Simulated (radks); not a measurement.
Results of a calculation; reference values are marked as such.
Species: Tl11+. Configuration: [Kr] 4d10 4f14 5s2 5p5 5d3 (not the ground configuration). Code: a radial shooting solver on a logarithmic mesh with Libxc functionals. Model: scalar-relativistic Kohn-Sham, PBEsol, spin-polarised, spherical densities, finite nucleus; open shells are filled with parallel spins first (spin-orbit coupling, left out, can overturn this in heavy ions); Fermi nuclear charge, rms radius 5.4759 fm.

Normalised radial functions P(r) = r R(r), r in bohr:

```
   r/bohr * 5s up, o 5s down (the largest magnitude, 1.32, reaches the edge; | marks zero, & curves that meet)
  0.00186                             |  &
 0.002442                             |  &
  0.00323                             |   &
  0.00424                             |   &
 0.005566                             |    &
 0.007306                             |    &
 0.009666                             |   &
  0.01269                             |  &
  0.01665                             |&
  0.02186                            &|
  0.02892                        &    |
  0.03796                      &      |
  0.04983                      &      |
  0.06541                         &   |
  0.08654                             |  &
   0.1136                             |        *o
   0.1491                             |         &
   0.1957                             |&
    0.259                 &           |
   0.3399              &              |
   0.4461                           & |
   0.5856                             |                &
   0.7748                             |                          &
    1.017                             |                     &
    1.335                             |         o*
    1.752                             |  &
    2.318                             &
    3.043                             &
```

5s up: eigenvalue -320.48 eV, 4 radial nodes at r = 0.0191, 0.0768, 0.199, 0.459 bohr, <r> = 0.846 bohr, 90 % of the charge inside 1.19 bohr. 5s down: eigenvalue -316.28 eV, 4 radial nodes at r = 0.0191, 0.0768, 0.199, 0.459 bohr, <r> = 0.843 bohr, 90 % of the charge inside 1.19 bohr.
